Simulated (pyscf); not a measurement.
H₃C–AlH–O• -> [H₃C–Al–OH]• (hydrogen shift; doublet surface; Al–H broken, H–O formed). Optimised with ωB97X-D3(BJ)/def2-SVP in PySCF. Correlated levels are frozen-core, on RHF or UHF. ΔMP2 is the change of the MP2 total energy from the triple- to the quadruple-zeta basis. Energies in kcal/mol from the reactant's lowest minimum found.

| level | barrier | reaction energy |
|---|---|---|
| ωB97X-D3(BJ)/def2-TZVP | 18.9 | -33.9 |
| PBE/def2-TZVP | 7.4 | -38.8 |
| PBE0-D3(BJ)/def2-TZVP | … | -37.6 |
| HF/def2-TZVP | 42.7 | -20.0 |
| CCSD/def2-TZVPP | 21.0 | -35.3 |
| CCSD(T)/def2-TZVPP | 17.5 | -37.1 |
| CCSD(T)/def2-TZVPP + ΔMP2(QZVPP) | … | … |

Problem. Complete the blanks.

Solution. 
- PBE0-D3(BJ)/def2-TZVP, barrier: 14.6
- CCSD(T)/def2-TZVPP + ΔMP2(QZVPP), barrier: 16.8
- CCSD(T)/def2-TZVPP + ΔMP2(QZVPP), reaction energy: -38.1

This is the saddle that the search found; another between the same sides may lie lower. The CCSD(T) − MP2 part came from Ansatz, without density fitting, on the same reference.
